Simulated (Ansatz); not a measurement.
`CB(S)Br` and `CB(S)CF` differ in one atom or group.

Ansatz, PBE0-D4/def2-TZVP geometries, multiplicity 1. Each molecule was computed in one conformer, which needn't be the lowest.

Scalar relativity is left out up to krypton.

| property | `CB(S)Br` |
| --- | --- |
| size of the dipole moment (B3LYP/def2-TZVPP) / D | 2.16 |
| HOMO–LUMO gap (B3LYP/def2-TZVPP) / eV | 6.55 |
| size of the dipole moment (PBE/def2-TZVPP) / D | 2.09 |
| HOMO energy (PBE/def2-TZVPP) / eV | -6.80 |
| HOMO–LUMO gap (PBE0/def2-TZVPP) / eV | 6.97 |
| LUMO energy (ωB97M-V/def2-TZVPP) / eV | 1.02 |

(1) What does the change do to each property? (Estimate.)

Results:

(1) Ansatz gave: 
```
                                        property  `CB(S)CF`  shift
size of the dipole moment (B3LYP/def2-TZVPP) / D       1.27  -0.89
           HOMO–LUMO gap (B3LYP/def2-TZVPP) / eV       6.98   0.43
  size of the dipole moment (PBE/def2-TZVPP) / D       1.17  -0.92
               HOMO energy (PBE/def2-TZVPP) / eV      -6.87  -0.07
            HOMO–LUMO gap (PBE0/def2-TZVPP) / eV       7.41   0.44
           LUMO energy (ωB97M-V/def2-TZVPP) / eV       1.35   0.33
```

With PBE0 the HOMO falls by 0.11 eV and the LUMO rises by 0.33 eV, so the gap widens by about 0.44 eV. PBE moves the HOMO by -0.07 eV and ωB97M-V by -0.17 eV. Dipoles are sizes alone; their direction can turn.

B3LYP here is the variant with VWN-RPA as its local correlation; programs differ in this.

Spin–orbit coupling is left out; it splits and shifts lone-pair levels of the heavy atoms by tenths of an eV.
